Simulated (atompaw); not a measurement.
PBE PAW (atompaw) dataset for Mn (Z = 25), scalar-relativistic all-electron reference.

manganese (Mn), PAW, made with atompaw 4.2.0.5 (PBE, scalar-relativistic). Core [Ar], reference 3d5 4s1.5 4p0.5. Waves: 4s (bound); 4s channel at 3.7 Ry; 4p (bound); 4p channel at 1.2 Ry; 3d (bound); 3d channel at 0.1 Ry. Local part: troulliermartins scheme with l = 3 at 0 Ry, radius 2.80 bohr. Core correction: smooth core density matched at 1.68 bohr. Augmentation charge: gaussian compensation charge, radius 2.40 bohr; PAW radius 3.00 bohr; waves and projectors: bloechl.

Calculated quality:

```
Cutoffs needed                                           : 21 Ry and 25 Ry (the cutoffs (Ry, on a coarse ladder) from which the occupation-weighted sum of valence levels, in a spherical-Bessel basis at the reference potential, stays within 10 and 1 mRy of its value at 400 Ry)
Ghost test                                               : no extra level below or beside the all-electron valence levels (s, p, d, f tested) (spherical-Bessel basis up to 400 Ry, 20 bohr box)
Lowest eigenvalue of the overlap operator                : 0.05 (p channel)
Overlap eigenvalues printed by atompaw (projector basis) : 0.0152, 0.209, 1.4, 2.26, 3.45, 19.5
Share of each valence orbital outside the PAW sphere     : 4s 45 %, 4p 75 %, 3d 3 %
```

Generation and tests took about 12 s on one core of a shared server CPU.
